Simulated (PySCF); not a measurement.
Al(Cl)(SeH)2 (AlClH₂Se₂), SMILES [Cl][Al]([SeH])[SeH]. Heavy atoms are numbered as in [Al:1]([Cl:2])([SeH:3])[SeH:5]. Hydrogens are named by the atom that carries them.

Geometry: B3LYP-D3(BJ)/def2-SVP. The structure was generated by enumeration; whether it is a known compound was not checked. Other conformers were not sampled.

All values below come from PBE/def2-TZVP (PySCF).

ESP charges are fitted to the potential on shells at 1.4 to 2.0 van der Waals radii. Atomic charges (e), one atom of each kind:

```json
[
 {"atom": "Al1", "ESP fit": "0.28", "IAO": "0.66", "Löwdin": "-0.83"},
 {"atom": "Cl2", "ESP fit": "-0.11", "IAO": "-0.33", "Löwdin": "0.31"},
 {"atom": "Se3 (SeH)", "ESP fit": "-0.21", "IAO": "-0.24", "Löwdin": "0.19"},
 {"atom": "H on Se3", "ESP fit": "0.12", "IAO": "0.07", "Löwdin": "0.07"}
]
```
